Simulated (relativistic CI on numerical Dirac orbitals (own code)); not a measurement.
# Hyperfine structure of Ta33+, mass number 181

Computed by Dirac-Coulomb-Breit CI, orbitals from a KLI potential per configuration, model QED (radiative potential, 1s self-energy scaled to tabulated hydrogen-like ionisation energies), unscaled Slater integrals (own radial code, finite nucleus).

CI space (outside the closed core [Ar] 3d10): 4s²4p⁶4d⁴, 4s²4p⁵4d⁵, 4s²4p⁶4d³4f, 4s4p⁶4d⁵, 4s4p⁶4d⁴4f, 4s²4p⁶4d³5s, 4s²4p⁶4d³5d, 4s²4p⁶4d³5g, 4p⁶4d⁶, 4p⁵4d⁷, 4s²4p⁶4d²5s², 4s²4p⁶4d4f5s², 4s4p⁶4d²4f5s², 4s²4p⁶4d5s²5d. Double excitations out of closed p, d and f shells are left out; levels of such configurations are missing from the list, as are those of other unlisted configurations, and high levels can miss mixing partners.

Nuclear spin I = 7/2, μ = 2.365 μN, Q = 3.17 b (tables of Stone and Pyykkö). The electronic factors are computed for point nuclear moments, without core polarisation or the Bohr-Weisskopf and QED corrections.

```tsv
Level	E (cm⁻¹)	A (MHz)	B (MHz)
4s²4p⁶4d⁴ ⁵D1	104516.3	-749.9	15600
4s²4p⁶4d⁴ ⁵D2	146167.9	5992	34100
4s²4p⁶4d⁴ ³H5	271190.1	9198	39200
4s²4p⁶4d⁴ ³H6	282738.0	9725	47500
4s²4p⁶4d⁴ ³G4	296303.1	10510	-14600
```

Levels with J = 0, under 50 % of one LS term, or S terms without an open s electron are left out. Small factors come from cancelling terms and can be off by tens of per cent or more.

At this charge energies of transitions that change n are usually good to better than 1 %, and those within a shell (Δn = 0) to a few per cent. Terms inside the open d or f shell come out 10 to 20 % too wide with unscaled integrals.

(1) Give the hyperfine levels of 4s²4p⁶4d⁴ ⁵D2 relative to its centre of gravity.

## Answers

(1) With K = F(F + 1) − I(I + 1) − J(J + 1), E = AK/2 + B[¾K(K + 1) − I(I + 1)J(J + 1)]/[2I(2I − 1)J(2J − 1)]: F = 3/2: -35650, F = 5/2: -35900, F = 7/2: -27730, F = 9/2: -2590, F = 11/2: 50470 MHz.

LS names give the leading component of a level, which can be under half, so a name can repeat, a term be missing and a line seem to break the LS rules.
